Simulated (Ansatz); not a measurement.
`COB(F)O[SiH3]` + `CNC` → `CN(C)[SiH3]` + `COB(O)F`  (ligand exchange at the Si–O bond)

Program: Ansatz. Geometries: PBE0-D4/def2-TZVP. ΔE: electronic, gas phase. CBS: MP2 limit from def2 TZ/QZ plus the TZ coupled-cluster correction, frozen cores. Functionals use def2-TZVPP. Each species was taken in one conformer, which may not be the lowest.

```json
{"level": "PBE-D4", "ΔE (kcal/mol)": "8.9"}
{"level": "B97M-V", "ΔE (kcal/mol)": "11.2"}
{"level": "ωB97M-V", "ΔE (kcal/mol)": "10.6"}
{"level": "BLYP", "ΔE (kcal/mol)": "11.8"}
{"level": "PBE0", "ΔE (kcal/mol)": "10.1"}
{"level": "r2SCANh", "ΔE (kcal/mol)": "11.0"}
{"level": "CCSD(T)/def2-TZVPP", "ΔE (kcal/mol)": "10.8"}
{"level": "HF/CBS(def2)", "ΔE (kcal/mol)": "15.2"}
```

Question: What does CCSD(T)/CBS give? (Best estimate.)

Answer: The calculation gave: +10.9 kcal/mol. The listed levels differ from it by -2.0, 0.3, -0.3, 0.9, -0.8, 0.1, -0.1, 4.3 kcal/mol.

Largest T1 diagnostic among the species: 0.012.

Leaving LDA and LC-ωPBE aside and taking each functional with its dispersion term where it has one, the values, not all of them listed here, spread over 3.7 kcal/mol, from revPBE-D4 to BHLYP-D4. LDA lies −1.9 kcal/mol from PBE without D4. In def2-TZVPP, CCSD(T) changes the Hartree–Fock value by −4.1 kcal/mol (the triples alone add −0.6 kcal/mol) and MP2 by −4.8 kcal/mol. At CCSD(T), def2-SVP lies −1.7 kcal/mol from the extrapolated value and def2-TZVPP −0.1 kcal/mol.
